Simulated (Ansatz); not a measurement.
Ideal-gas functions of `[F][Sn]([F])([Cl])[Br]` at 298.15 K and 1 bar, from an Ansatz frequency run at PBE0-D4/def2-TZVP.

Molar mass 272.06 g/mol, point group Cs (symmetry number 1), electronic degeneracy 1, moments of inertia 251.434, 547.34, 628.253 u Å². Harmonic wavenumbers (cm⁻¹, unscaled): 85, 112, 132, 166, 174, 282, 407, 655, 662.

Use S(trans) = R[1.5 ln M + 2.5 ln T − 1.1517]; rotational temperatures θ = 24.2544 K / I; S(rot) = R[ln(√π/σ · √(T³/θAθBθC)) + 1.5]; for each mode x = 1.438777 ν̃/T, S = R[x/(eˣ − 1) − ln(1 − e⁻ˣ)] and H = RT x/(eˣ − 1); 1 cm⁻¹ = 0.0119627 kJ/mol; R = 8.31446 J/(mol·K).

Question: By hand: the entropy, in J/(mol·K).

Answer: Translation 178.8. Rotation: θ = 0.0965, 0.0443, 0.0386 K, giving 124.5. Vibration, mode by mode: 15.78, 13.53, 12.20, 10.38, 10.01, 6.37, 3.92, 1.52, 1.48, in all 75.2. Electronic 0.0. Sum 378.5 J/(mol·K).

Question: By hand: H − E and G − E in kJ/mol, counted from the electronic energy.

Answer: Zero-point energy ½ × 2675 × 0.0119627 = 16.0; thermal vibration 11.5; translation, rotation and pV give 4 RT = 9.9. H − E = 37.4 kJ/mol, and G − E = 37.4 − 298.15 × 378.5/1000 = -75.4 kJ/mol.

Vibration gives 20 % of the entropy, 41.5 J/(mol·K) of it from the modes under 150 cm⁻¹: soft modes count most, and the harmonic formula is weakest for them.
